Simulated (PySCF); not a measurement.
**Excitation energy of Sc⁺ by level of theory**

Sc⁺ [Ar] 3d1 4s1 (3D) → Sc⁺ [Ar] 4s2 (1S), as a difference of total energies. Computed with PySCF 2.14 in aug-cc-pVDZ, with the non-relativistic Hamiltonian (point nucleus). Correlated levels: valence: [Ar] frozen. The calculations carry no spin-orbit coupling.

```json
{"method": "UHF", "excitation energy (eV)": "2.359", "difference from reference (eV)": "+0.917"}
{"method": "MP2 (valence)", "excitation energy (eV)": "1.818", "difference from reference (eV)": "+0.376"}
{"method": "SCS-MP2 (valence)", "excitation energy (eV)": "1.652", "difference from reference (eV)": "+0.210"}
{"method": "CCSD (valence)", "excitation energy (eV)": "1.542", "difference from reference (eV)": "+0.100"}
```

Reference: 1.442 eV (measured; NIST levels, between the centres of gravity of the two terms).

These non-relativistic numbers lack the scalar-relativistic shift.

Errors of the correlated levels include the incompleteness of this basis and the frozen core.

With two correlated electrons CCSD is exact in that space.
